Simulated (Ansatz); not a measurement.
Reaction (atomization): `FCC(F)(C(F)F)C(F)(F)F` → 4 C• + 7 F• + 3 H•

Gas-phase electronic energies from Ansatz, PBE0-D4/def2-TZVP geometries. CCSD(T)/CBS is the MP2 limit (def2-TZVPP, def2-QZVPP) plus CCSD(T) − MP2 in def2-TZVPP, frozen cores. This one scheme is used for every species, atoms too. For atomizations the MP2-based limit and the directly extrapolated one differ by several kJ/mol either way, and by 10 to 25 for some Ge, Se and Sn compounds, so smaller differences from it don't rank the levels. DFT in def2-TZVPP. Open shells (•) are unrestricted, without spin–orbit coupling. Spin–orbit coupling would lower the free atoms: a little for C, F. One conformer a species, not always the lowest.

`FCC(F)(C(F)F)C(F)(F)F`:

```xyz
14

F     1.515    1.749    0.501
C     0.594    0.862    1.005
C     0.315   -0.213   -0.031
F     1.426   -1.005   -0.173
C     0.059    0.417   -1.409
F    -0.359   -0.508   -2.292
F    -0.890    1.370   -1.314
C    -0.824   -1.127    0.458
F    -1.990   -0.483    0.434
F    -0.927   -2.223   -0.274
F    -0.591   -1.503    1.722
H    -0.323    1.402    1.246
H     1.009    0.398    1.901
H     0.986    0.865   -1.777
```

```
        level  ΔE (kJ/mol)
      ωB97M-V       5795.1
         PBE0       5783.4
  HF/def2-SVP       4046.8
MP2/CBS(def2)       6010.3
```

Question: What does CCSD(T)/CBS give? (Best estimate.)

Answer: Computed: +5758.2 kJ/mol. The listed levels differ from it by 36.9, 25.2, -1711.4, 252.1 kJ/mol.

Largest T1 diagnostic among the species: 0.012.

The D4 term adds +52.5 kJ/mol with B3LYP and +28.0 kJ/mol with PBE0; it sums over pairs of atoms, weighted by their polarisabilities, and B3LYP, whose exchange is more repulsive, gets the larger term. Leaving LDA and LC-ωPBE aside and taking each functional with its dispersion term where it has one, the values, not all of them listed here, spread over 609.0 kJ/mol, from BHLYP-D4 to PBE-D4. LDA lies +1012.5 kJ/mol from PBE without D4, its usual overbinding. From PBE to PBE0 (25 % exact exchange), in def2-TZVPP and without D4, ΔE moves by −218.0 kJ/mol: exact exchange takes away binding that semilocal exchange gives to molecules.

B3LYP here is the variant with VWN-RPA as its local correlation; programs differ in this.
